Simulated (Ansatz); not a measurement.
Start from `N[SiH2]CBCl` and change one atom or group to get `FCBCl`.

Ansatz, PBE0-D4/def2-TZVP geometries, multiplicity 1. Each molecule was computed in one conformer, which needn't be the lowest.

| property | `N[SiH2]CBCl` |
| --- | --- |
| HOMO energy (B3LYP/def2-TZVPP) / eV | -7.32 |
| HOMO energy (ωB97M-V/def2-TZVPP) / eV | -9.90 |
| size of the dipole moment (B3LYP/def2-TZVPP) / D | 1.75 |
| HOMO–LUMO gap (B3LYP/def2-TZVPP) / eV | 5.88 |
| LUMO energy (PBE0/def2-TZVPP) / eV | -1.25 |
| HOMO–LUMO gap (PBE/def2-TZVPP) / eV | 3.97 |

What does the change do to each property? (An estimate is asked.)

The calculation gave: 
| property | `FCBCl` | shift |
| --- | --- | --- |
| HOMO energy (B3LYP/def2-TZVPP) / eV | -8.41 | -1.09 |
| HOMO energy (ωB97M-V/def2-TZVPP) / eV | -10.94 | -1.04 |
| size of the dipole moment (B3LYP/def2-TZVPP) / D | 1.97 | 0.22 |
| HOMO–LUMO gap (B3LYP/def2-TZVPP) / eV | 6.68 | 0.80 |
| LUMO energy (PBE0/def2-TZVPP) / eV | -1.52 | -0.27 |
| HOMO–LUMO gap (PBE/def2-TZVPP) / eV | 4.67 | 0.70 |

With PBE0 the HOMO falls by 1.08 eV and the LUMO falls by 0.27 eV, so the gap widens by about 0.81 eV. PBE moves the HOMO by -1.02 eV and ωB97M-V by -1.04 eV. Dipoles are sizes alone; their direction can turn.

B3LYP here is the variant with VWN-RPA as its local correlation; programs differ in this.
